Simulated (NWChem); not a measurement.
System: SnH$_{4}$ anion, doublet; SMILES of the neutral closed-shell parent [SnH4]

Here is an NWChem input.

```
start job
memory heap 200 mb stack 900 mb global 1100 mb
charge -1
geometry units angstroms noautoz
  Sn     0.000000     0.000000    -0.004623
  H     -1.386937     0.470045    -1.039680
  H      1.386937    -0.470045    -1.039680
  H     -0.470107    -1.384543     1.032926
  H      0.470107     1.384543     1.032926
end
basis spherical
  Sn library def2-svpd
  H library def2-svpd
end
ecp
  Sn library def2-ecp
end
dft
  odft
  mult 2
  xc m06
  iterations 150
  mulliken
end
task dft energy
```

Parts of the log:

```
             Northwest Computational Chemistry Package (NWChem) 7.3.0
             --------------------------------------------------------

 S4  symmetry detected

                             Geometry "geometry" -> ""
                             -------------------------

 Output coordinates in angstroms (scale by  1.889725989 to convert to a.u.)

  No.       Tag          Charge          X              Y              Z
 ---- ---------------- ---------- -------------- -------------- --------------
    1 Sn                  50.0000     0.00000000     0.00000000     0.00000000
    2 H                    1.0000     0.25688666    -1.44057490     1.03630300
    3 H                    1.0000    -0.25688666     1.44057490     1.03630300
    4 H                    1.0000    -1.44057490    -0.25688666    -1.03630300
    5 H                    1.0000     1.44057490     0.25688666    -1.03630300

 Effective nuclear repulsion energy (a.u.)      60.1084101172

      Symmetry information
      --------------------

 Group name              S4
 Group number             37
 Group order               4
 No. of unique centers     2

                                 NWChem DFT Module
                                 -----------------

 Summary of "ao basis" -> "ao basis" (spherical)
 ------------------------------------------------------------------------------
       Tag                 Description            Shells   Functions and Types
 ---------------- ------------------------------  ------  ---------------------
 Sn                        def2-svpd                12       32   5s4p3d
 H                         def2-svpd                 4        8   2s2p

      Symmetry analysis of basis
      --------------------------

        a          16
        b          18
        e+         15
        e-         15

            General Information
            -------------------
          SCF calculation type: DFT
          Wavefunction type:  spin polarized.
          No. of atoms     :     5
          No. of electrons :    27
           Alpha electrons :    14
            Beta electrons :    13
          Charge           :    -1
          Spin multiplicity:     2
          Use of symmetry is: on ; symmetry adaption is: on
          Maximum number of iterations: 150
          AO basis - number of functions:    64
                     number of shells:    28
          Convergence on energy requested:  1.00D-06
          Convergence on density requested:  1.00D-05
          Convergence on gradient requested:  5.00D-04

              XC Information
              --------------
                          M06 Method XC Functional
                     Hartree-Fock (Exact) Exchange  0.270
                           M06 Exchange Functional  1.000
                         M06 Correlation Potential  1.000

             Grid Information
             ----------------
          Grid used for XC integration:  medium
          Radial quadrature: Mura-Knowles
          Angular quadrature: Lebedev.
          Tag              B.-S. Rad. Rad. Pts. Rad. Cut. Ang. Pts.
          ---              ---------- --------- --------- ---------
          Sn                  1.45      123           8.0       590
          H                   0.35       45          10.0       434
          Grid pruning is: on
          Number of quadrature shells:   168
          Spatial weights used:  Erf1

      Superposition of Atomic Density Guess
      -------------------------------------

 Sum of atomic energies:        -251.08982614

 Renormalizing density from      26.00 to     27

      Non-variational initial energy
      ------------------------------

 Total energy =    -217.029690
 1-e energy   =    -448.331064
 2-e energy   =     204.246442
 HOMO         =       0.222241
 LUMO         =       0.296526

   Symmetry analysis of molecular orbitals - initial alpha
   -------------------------------------------------------

  Numbering of irreducible representations:

     1 a           2 b           3 e+          4 e-

  Orbital symmetries:

     1 a           2 b           3 e+          4 e+          5 e+
     6 e+          7 b           8 a           9 b          10 a
    11 b          12 e+         13 e+         14 a          15 e+
    16 e+         17 b          18 a          19 b          20 a
    21 b          22 e+         23 e+         24 e+

   Symmetry analysis of molecular orbitals - initial beta
   ------------------------------------------------------

  Numbering of irreducible representations:

     1 a           2 b           3 e+          4 e-

  Orbital symmetries:

     1 a           2 b           3 e+          4 e+          5 e+
     6 e+          7 b           8 a           9 b          10 a
    11 b          12 e+         13 e+         14 a          15 e+
    16 e+         17 b          18 a          19 b          20 a
    21 b          22 e+         23 e+         24 e+

     ---------------------------------------------
      Total Density - Mulliken Population Analysis
     ---------------------------------------------

    Atom       Charge   Shell Charges
 -----------   ------   -------------------------------------------------------
    1 Sn  22    22.62   1.60  0.40  0.55 -0.01  1.72  3.28  2.67  0.77  1.49  9.47  0.61  0.07
    2 H    1     1.09   0.66  0.51  0.00 -0.08
    3 H    1     1.09   0.66  0.51  0.00 -0.08
    4 H    1     1.09   0.66  0.51  0.00 -0.08
    5 H    1     1.09   0.66  0.51  0.00 -0.08

     --------------------------------------------
      Spin Density - Mulliken Population Analysis
     --------------------------------------------

    Atom       Charge   Shell Charges
 -----------   ------   -------------------------------------------------------
    1 Sn  22     1.12  -0.00  0.00 -0.07 -0.49  1.68 -0.00  0.00 -0.00  0.00  0.00 -0.00  0.00
    2 H    1    -0.03  -0.00  0.05  0.00 -0.08
    3 H    1    -0.03  -0.00  0.05  0.00 -0.08
    4 H    1    -0.03  -0.00  0.05  0.00 -0.08
    5 H    1    -0.03  -0.00  0.05  0.00 -0.08

   convergence    iter        energy       DeltaE   RMS-Dens  Diis-err
 ---------------- ----- ----------------- --------- --------- ---------
 d= 0,ls=0.0,diis     1   -216.5167262602 -2.44D+02  5.53D-01  4.65D-01
                                                     3.17D-01  5.47D-01
 d= 0,ls=0.5,diis     2   -215.1759764819  1.34D+00  6.97D-02  3.00D-01
                                                     4.41D-01  3.00D-01
 d= 0,ls=0.5,diis     3   -215.8591271211 -6.83D-01  4.05D-02  6.03D-02
                                                     2.89D-02  9.05D-01
 d= 0,ls=0.5,diis     4   -215.8886935123 -2.96D-02  1.19D-01  8.04D-02
                                                     3.30D-02  8.66D-01
 d= 0,ls=0.5,diis     5   -215.7440913855  1.45D-01  1.65D-01  1.26D-01
                                                     3.13D-02  1.06D+00
 d= 0,ls=0.5,diis     6   -215.6828166408  6.13D-02  2.03D-01  1.51D-01
                                                     8.90D-03  1.10D+00
  Resetting Diis
 d= 0,ls=0.5,diis     7   -215.6376230561  4.52D-02  1.97D-01  1.72D-01
                                                     1.19D-02  1.12D+00
 d= 0,ls=0.5,diis     8   -215.6131215316  2.45D-02  5.42D-01  1.83D-01
                                                     4.21D-01  1.13D+00
 d= 0,ls=0.5,diis     9   -216.4556630446 -8.43D-01  1.49D-01  5.94D-02
                                                     2.16D-02  1.48D-01
 d= 0,ls=0.5,diis    10   -216.5931418247 -1.37D-01  6.57D-02  1.97D-02
                                                     6.60D-03  4.52D-02
 d= 0,ls=0.5,diis    11   -216.6441834620 -5.10D-02  6.15D-02  1.00D-02
                                                     4.57D-03  1.27D-02
 d= 0,ls=0.5,diis    12   -216.6674321679 -2.32D-02  5.63D-02  5.19D-03
                                                     2.44D-03  3.72D-03
 d= 0,ls=0.5,diis    13   -216.6782356861 -1.08D-02  4.56D-02  2.50D-03
                                                     1.11D-03  1.21D-03
 d= 0,ls=0.5,diis    14   -216.6830749289 -4.84D-03  3.60D-02  1.27D-03
                                                     8.00D-04  3.32D-04
 d= 0,ls=0.5,diis    15   -216.6852992933 -2.22D-03  2.32D-02  6.06D-04
                                                     6.06D-04  1.36D-04
 d= 0,ls=0.5,diis    16   -216.6863425951 -1.04D-03  1.22D-02  3.11D-04
                                                     1.08D-04  5.35D-05
 d= 0,ls=0.5,diis    17   -216.6868742189 -5.32D-04  5.80D-03  1.80D-04
                                                     1.89D-04  2.46D-05
 d= 0,ls=0.5,diis    18   -216.6871930344 -3.19D-04  3.06D-03  1.13D-04
                                                     1.67D-04  9.94D-06
 d= 0,ls=0.5,diis    19   -216.6873909228 -1.98D-04  2.38D-03  7.48D-05
                                                     1.66D-04  4.50D-06
 d= 0,ls=0.5,diis    20   -216.6875223089 -1.31D-04  2.41D-03  5.14D-05
                                                     1.01D-04  3.28D-06
 d= 0,ls=0.5,diis    21   -216.6876048329 -8.25D-05  1.93D-03  3.41D-05
                                                     5.72D-05  2.41D-06
 d= 0,ls=0.5,diis    22   -216.6876574255 -5.26D-05  1.93D-03  2.34D-05
                                                     3.50D-05  2.55D-06
 d= 0,ls=0.5,diis    23   -216.6876926402 -3.52D-05  1.35D-03  1.56D-05
                                                     3.84D-05  2.08D-06
 d= 0,ls=0.5,diis    24   -216.6877158578 -2.32D-05  1.32D-03  1.07D-05
                                                     1.97D-05  1.68D-06
 d= 0,ls=0.5,diis    25   -216.6877312641 -1.54D-05  1.12D-03  7.31D-06
                                                     1.70D-05  1.22D-06
 d= 0,ls=0.5,diis    26   -216.6877415009 -1.02D-05  9.64D-04  4.96D-06
                                                     1.89D-05  8.34D-07
 d= 0,ls=0.5,diis    27   -216.6877487281 -7.23D-06  8.40D-04  3.36D-06
                                                     8.92D-06  6.04D-07
 d= 0,ls=0.5,diis    28   -216.6877531362 -4.41D-06  7.11D-04  2.19D-06
                                                     6.73D-06  3.79D-07
 d= 0,ls=0.5,diis    29   -216.6877560056 -2.87D-06  6.18D-04  1.45D-06
                                                     5.17D-06  2.49D-07
 d= 0,ls=0.5,diis    30   -216.6877578734 -1.87D-06  5.22D-04  9.55D-07
                                                     1.71D-06  1.59D-07
 d= 0,ls=0.5,diis    31   -216.6877604909 -2.62D-06  4.35D-04  6.26D-07
                                                     3.54D-06  1.10D-07
 d= 0,ls=0.5,diis    32   -216.6877598975  5.93D-07  3.74D-04  4.11D-07
                                                     6.97D-06  6.26D-08
 d= 0,ls=0.5,diis    33   -216.6877604162 -5.19D-07  3.09D-04  2.72D-07
                                                     5.39D-06  4.00D-08
 d= 0,ls=0.5,diis    34   -216.6877607549 -3.39D-07  2.51D-04  1.76D-07
                                                     2.54D-06  2.87D-08
 d= 0,ls=0.5,diis    35   -216.6877609755 -2.21D-07  1.99D-04  1.14D-07
                                                     1.06D-06  2.20D-08
 d= 0,ls=0.5,diis    36   -216.6877605940  3.81D-07  1.60D-04  7.41D-08
                                                     5.22D-07  1.72D-08
 d= 0,ls=0.5,diis    37   -216.6877606879 -9.38D-08  1.27D-04  4.81D-08
                                                     8.44D-07  1.36D-08
 d= 0,ls=0.5,diis    38   -216.6877607493 -6.14D-08  1.01D-04  3.08D-08
                                                     6.73D-07  1.06D-08
 d= 0,ls=0.5,diis    39   -216.6877607893 -4.00D-08  8.19D-05  2.00D-08
                                                     9.99D-07  8.73D-09
 d= 0,ls=0.5,diis    40   -216.6877608144 -2.52D-08  6.65D-05  1.29D-08
                                                     9.57D-07  8.30D-09
 d= 0,ls=0.5,diis    41   -216.6877608312 -1.68D-08  4.30D-05  8.15D-09
                                                     5.90D-06  7.72D-09
 d= 0,ls=0.5,diis    42   -216.6877608470 -1.58D-08  3.57D-05  5.33D-09
                                                     2.18D-06  3.28D-09
 d= 0,ls=0.5,diis    43   -216.6877608552 -8.18D-09  2.99D-05  3.62D-09
                                                     1.22D-06  2.52D-09
 d= 0,ls=0.5,diis    44   -216.6877608604 -5.26D-09  2.28D-05  2.40D-09
                                                     1.40D-06  2.05D-09
 d= 0,ls=0.5,diis    45   -216.6877613910 -5.31D-07  2.00D-05  1.59D-09
                                                     2.86D-07  7.08D-10
 d= 0,ls=0.5,diis    46   -216.6877608664  5.25D-07  1.53D-05  1.03D-09
                                                     5.39D-07  1.36D-09
 d= 0,ls=0.5,diis    47   -216.6877613946 -5.28D-07  1.29D-05  6.75D-10
                                                     7.86D-08  4.72D-10
 d= 0,ls=0.5,diis    48   -216.6877613954 -8.88D-10  1.06D-05  4.38D-10
                                                     5.59D-08  4.38D-10
 d= 0,ls=0.5,diis    49   -216.6877613960 -5.94D-10  7.99D-06  2.83D-10
                                                     4.29D-07  4.06D-10

         Total DFT energy =     -216.687761396537
      One electron energy =     -436.907332160636
           Coulomb energy =      212.792364453572
    Exchange-Corr. energy =      -19.627725432874
 Nuclear repulsion energy =       27.054931743401

 Numeric. integr. density =       27.000040250155

                  Occupations of the irreducible representations
                  ----------------------------------------------

                     irrep           alpha         beta
                     --------     --------     --------
                     a                 4.0          3.0
                     b                 4.0          4.0
                     e+                6.0          6.0
                     e-                0.0          0.0

                    DFT Final Alpha Molecular Orbital Analysis
                    ------------------------------------------

 Vector   12  Occ=1.000000D+00  E=-1.579705D-01  Symmetry=e+
              MO Center= -3.4D-14,  6.9D-15, -5.2D-01, r^2= 3.4D+00
   Bfn.  Coefficient  Atom+Function         Bfn.  Coefficient  Atom+Function
  ----- ------------  ---------------      ----- ------------  ---------------
    12      0.290708  1 Sn px                49     -0.291219  4 H  s
    57      0.291219  5 H  s                 15      0.212970  1 Sn px
    13      0.189620  1 Sn py                16      0.138888  1 Sn py
    33     -0.123642  2 H  s                 41      0.123642  3 H  s
    50     -0.117873  4 H  s                 58      0.117873  5 H  s

 Vector   13  Occ=1.000000D+00  E=-1.579705D-01  Symmetry=e+
              MO Center= -1.8D-12, -7.8D-12,  5.2D-01, r^2= 3.4D+00
   Bfn.  Coefficient  Atom+Function         Bfn.  Coefficient  Atom+Function
  ----- ------------  ---------------      ----- ------------  ---------------
    13      0.290708  1 Sn py                33     -0.291219  2 H  s
    41      0.291219  3 H  s                 16      0.212970  1 Sn py
    12     -0.189620  1 Sn px                15     -0.138888  1 Sn px
    49      0.123642  4 H  s                 57     -0.123642  5 H  s
    34     -0.117873  2 H  s                 42      0.117873  3 H  s

[...]
```

Level: M06/def2-SVPD with def2 effective core potentials on Sn, spin-unrestricted. In the optimisation the excess spin sits in a (C2, its own frame). The geometry was optimised at B3LYP/def2-SVPD, spin-unrestricted. This spin state was assumed; another may lie lower. No stability test was run on the SCF state. The highest occupied level is positive, so the extra electron may be held by the finite basis. def2 effective core potentials on Sn; no spin-orbit coupling.
